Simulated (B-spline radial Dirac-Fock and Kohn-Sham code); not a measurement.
Pd 2p3/2: cross section and angular parameters

System: atomic palladium, [Kr] 4d10; threshold 3173.0 eV (tabulated edge). These are calculated numbers from an atomic code on a B-spline grid; the model is Dirac-Hartree-Slater photoionisation with a Latter tail; cross sections with all multipoles, angular parameters from the dipole term and its interference with E2.

For linearly polarised light dσ/dΩ = σ/(4π) [1 + β P₂(cos θ) + (δ + γ cos²θ) sin θ cos φ], with θ from the polarisation vector and φ the angle between the beam and the projection of the electron momentum on the plane normal to the polarisation.

```csv
hν (eV),σ (kb),β,γ,δ
4030,91.9,1.413,-0.053,0.023
5210,45.1,1.487,0.413,0.041
6870,20.3,1.459,0.864,0.058
8047.8,?,?,?,?
12000,3.69,1.274,1.646,0.116
15000,1.82,1.172,1.906,0.152
```

**Question.** Give the values at Cu Kα (8047.8 eV).

**Answer.** σ = 12.7 kb, β = 1.419, γ = 1.103, δ = 0.071.
